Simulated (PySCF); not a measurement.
C5H4F4O2.
Bonds: C1–C2 (double), C2–O3, O3–C4, C4–F5, C4–F6, C2–C7, C7–O8 (double), C7–C9, C9–F10, C9–F11. Hydrogens: H12, H13 on C1; H14 on C4; H15 on C9.

All values: PBE0/pcSseg-1 and wB97X-D/def2-SVPD (PySCF, non-relativistic), on one gas-phase PBE0-D3(BJ)/def2-SVP geometry that isn't relaxed in the solvent. The solvent is an IEF-PCM continuum (Bondi radii, 1.10 Å for H, scaled by 1.2). Only the electrostatic response of the medium enters.

Gas phase at PBE0/pcSseg-1: HOMO -8.32 eV, LUMO -2.58 eV, dipole 2.57 D.

Problem. What does the continuum do to the energy, the frontier levels and the dipole at PBE0/pcSseg-1 in chloroform?

Solution. 
```
   solvent      ε  E(solvent) − E(gas) (kcal/mol)  polarisation term (kcal/mol)  distortion of the solute (kcal/mol)  HOMO (eV)  LUMO (eV)  dipole (D)
chloroform  4.711                           -5.30                         -5.87                                 0.57      -8.09      -2.41        3.07
```

The first energy column is the sum of the next two and covers electrostatics alone.

Problem. Which radius a makes the point-dipole formula ΔE = −[(ε − 1)/(2ε + 1)]·μ²/a³ give the value in chloroform, with the gas-phase dipole?

Solution. μ = 1.010 au and |ΔE| = 0.00845 Eh give a = 1.85 Å; the farthest nucleus lies 3.45 Å from the centroid of the nuclei, so such a sphere wouldn't even hold the nuclei. The formula assumes a rigid point dipole at the centre of a sphere.

Problem. Which ESP-fitted charges (PBE0/pcSseg-1) respond most in chloroform (means over atoms taken as equivalent)?

Solution. 
```tsv
atoms	environment	gas (e)	solvent (e)	change
O8	ketone oxygen	-0.408	-0.453	-0.045
C7	ketone carbonyl carbon	+0.444	+0.476	+0.032
H14	methine hydrogen	+0.088	+0.110	+0.022
H15	methine hydrogen	+0.044	+0.063	+0.019
O3	ether oxygen	-0.243	-0.259	-0.016
F10/F11	fluorine of a CF2 group	-0.225	-0.239	-0.014
C4	CHF2 carbon	+0.431	+0.444	+0.013
F5/F6	fluorine of a CF2 group	-0.178	-0.191	-0.013
H13	vinylic hydrogen	+0.192	+0.204	+0.012
C1	terminal =CH2 carbon	-0.380	-0.367	+0.013
C2	vinylic carbon bearing oxygen	+0.032	+0.023	-0.009
C9	CHF2 carbon	+0.404	+0.412	+0.008
```

Problem. Which Mayer bond orders change most in chloroform?

Solution. 
```
  bond  length (Å)    gas  solvent  change
 C7–O8       1.201  2.040    2.016  -0.024
C9–F10       1.334  0.998    0.985  -0.013
 C4–F5       1.325  1.047    1.037  -0.010
 C2–C7       1.494  0.892    0.902  +0.010
 C4–F6       1.344  0.979    0.973  -0.006
 C7–C9       1.538  0.906    0.912  +0.006
 C2–O3       1.364  0.949    0.944  -0.005
C1–H13       1.090  0.927    0.922  -0.005
```

Gas phase at wB97X-D/def2-SVPD: HOMO -10.26 eV, LUMO -0.89 eV, dipole 2.60 D.

Problem. What does the continuum do to the energy, the frontier levels and the dipole at wB97X-D/def2-SVPD in chloroform?

Solution. 
```
   solvent      ε  E(solvent) − E(gas) (kcal/mol)  polarisation term (kcal/mol)  distortion of the solute (kcal/mol)  HOMO (eV)  LUMO (eV)  dipole (D)
chloroform  4.711                           -5.50                         -6.20                                 0.70      -9.99      -0.72        3.18
```

Problem. How does the static polarisability (wB97X-D/def2-SVPD, frozen core, with the continuum's full static response) change?

Solution. 
| medium | isotropic (au) | principal values (au) | ⟨r²⟩ of the electrons (bohr²) |
| --- | --- | --- | --- |
| gas | 70.6 | 52.3, 77.5, 82.0 | 1891.4 |
| chloroform | 84.4 | 62.6, 92.5, 98.2 | 1892.3 |

The isotropic value in chloroform is 1.20 times the gas-phase one; no cavity-field correction is applied. ⟨r²⟩ is taken about the centre of nuclear charge.

Conformer computed: `[CH2:1]=[C:2]([O:3][CH:4]([F:5])[F:6])[C:7](=[O:8])[CH:9]([F:10])[F:11]`: C1–C2–O3–C4 -27°, C2–O3–C4–F5 -165°, C1–C2–C7–O8 -10°, C2–C7–C9–F10 177°.

The pairwise dispersion term of wB97X-D wasn't added to the energies; at a given geometry it leaves orbitals and properties as they are.
